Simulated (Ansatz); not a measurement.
C₅H₁₂O₂ (`CCOCOCC`), relaxed with RKS PBE0-D4/def2-TZVP in Ansatz from a PBE-D4/def2-SVP geometry. The force threshold is 0.005 eV/Å; the program also tests the step.

Total charge 0; spin multiplicity 1.

Start:

```xyz
19

C     2.059   -0.830    2.584
C     1.228   -0.118    1.535
O     1.042   -1.000    0.430
C     0.346   -0.438   -0.626
O    -1.004   -0.228   -0.259
C    -1.897   -0.045   -1.342
C    -1.797    1.325   -2.014
H     3.046   -1.124    2.173
H     2.225   -0.173    3.461
H     1.545   -1.750    2.930
H     0.240    0.187    1.949
H     1.737    0.817    1.187
H     0.822    0.531   -0.942
H     0.405   -1.161   -1.478
H    -2.914   -0.184   -0.917
H    -1.749   -0.855   -2.103
H    -1.919    2.134   -1.264
H    -0.822    1.473   -2.523
H    -2.591    1.440   -2.780
```

Q: By how much does the energy fall, and how many steps does the optimiser take? (An estimate is asked.)

A: Ansatz gave: 0.08 eV, in 33 steps.

Q: Which bonds change most? (Best estimate.)

A: Ansatz gave: C6–H16 from 1.121 to 1.100 Å; C4–H13 from 1.126 to 1.105 Å; C4–H14 from 1.119 to 1.098 Å; C2–H12 from 1.120 to 1.101 Å.

Q: Give the relaxed structure. (Estimate.)

A: Ansatz gave: 
```xyz
19

C     2.010   -0.607    2.514
C     1.148   -0.102    1.388
O     0.960   -1.157    0.462
C     0.274   -0.788   -0.670
O    -1.067   -0.524   -0.349
C    -1.826   -0.055   -1.441
C    -1.680    1.435   -1.676
H     2.980   -0.942    2.141
H     2.175    0.185    3.248
H     1.528   -1.447    3.017
H     0.178    0.243    1.760
H     1.629    0.746    0.876
H     0.736    0.103   -1.132
H     0.335   -1.632   -1.370
H    -2.865   -0.295   -1.205
H    -1.565   -0.616   -2.351
H    -1.954    1.989   -0.776
H    -0.659    1.710   -1.949
H    -2.337    1.754   -2.489
```
